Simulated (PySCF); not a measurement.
## `C[C@H]1C[CH2][GaH][CH2]1`, C5H11Ga

Geometry:
```csv
atom,x (Å),y (Å),z (Å)
C1,-0.829,1.346,-0.646
C2,-0.569,-0.152,-0.750
C3,0.953,-0.444,-0.763
C4,1.656,-0.022,0.536
Ga5,0.159,-0.481,1.857
C6,-1.241,-0.886,0.418
H7,-1.892,1.558,-0.738
H8,-0.298,1.890,-1.424
H9,-0.492,1.713,0.332
H10,-0.974,-0.505,-1.706
H11,1.395,0.051,-1.632
H12,1.076,-1.524,-0.899
H13,1.911,1.042,0.510
H14,2.595,-0.570,0.655
H15,0.117,-0.531,3.464
H16,-1.321,-1.956,0.193
H17,-2.255,-0.515,0.582
```

Theory: PySCF 2.14.0, GIAO wB97X-D/pcSseg-1 magnetisability, rotational g tensor and spin-rotation constants, non-relativistic, gas phase. Geometry: GFN2-xTB.

The calculation is non-relativistic, which matters for the atoms heavier than Zn.

**Question.** How diamagnetic is it, and how anisotropic?

**Answer.** Isotropic -1354 × 10⁻³⁰ J/T², or -81.6 × 10⁻⁶ cm³/mol; principal values -1553, -1271, -1239 × 10⁻³⁰ J/T², anisotropy 299 × 10⁻³⁰ J/T² (root of half the summed squared differences of the principal values). The susceptibility is in cgs units.

**Question.** Split it along the inertial axes a, b, c into diamagnetic and paramagnetic parts about the centre of mass, with the quadrupole moment.

**Answer.** 
```csv
axis,χ (10⁻⁶ cm³/mol),diamagnetic (10⁻⁶ cm³/mol),paramagnetic (10⁻⁶ cm³/mol),summed x² of all electrons (Å²),quadrupole Θ (D Å)
a,-77.9,-470.9,392.9,130.0,-2.48
b,-75.6,-720.7,645.1,71.1,-1.09
c,-91.2,-853.1,762.0,39.9,+3.57
```
Anisotropies 2χaa − χbb − χcc = +10.9 and 2χbb − χaa − χcc = +17.9 × 10⁻⁶ cm³/mol. Θ is traceless in Buckingham's convention.

**Question.** And the rotational g tensor?

**Answer.** 
```
axis  rotational constant (GHz)        g  nuclear part  electronic part
   a                     3.6033  -0.0188        0.6464          -0.6652
   b                     1.9712  -0.0132        0.5843          -0.5975
   c                     1.6365  -0.0011        0.5847          -0.5858
```
Asymmetric top; isotopes 12C, 69Ga, 1H; no vibrational averaging.
